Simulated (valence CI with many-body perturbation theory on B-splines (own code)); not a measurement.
**Which ion has this spectrum?**

A relativistic CI+MBPT calculation for an atom or ion with 6 electrons gives these levels (eV):

```
J  Parity       E     g
0    even   0.000      
1    even   2.176  1.50
2    even   4.453  1.47
2    even  13.480  1.03
0    even  24.532      
2     odd  34.201  2.00
2     odd  61.590  1.18
1     odd  61.703  0.53
3     odd  62.029  1.33
0     odd  72.149      
1     odd  72.282  1.47
2     odd  72.636  1.48
1     odd  90.421  1.94
2     odd  90.520  1.00
```

The energies are calculated, with errors of perhaps 400 cm⁻¹, more in some levels.

Problem. Which is it?
A. Ca14+
B. Ti16+
C. V17+
D. K13+

Solution. A. Ca14+, ground level 2s2 2p2 3P_0.
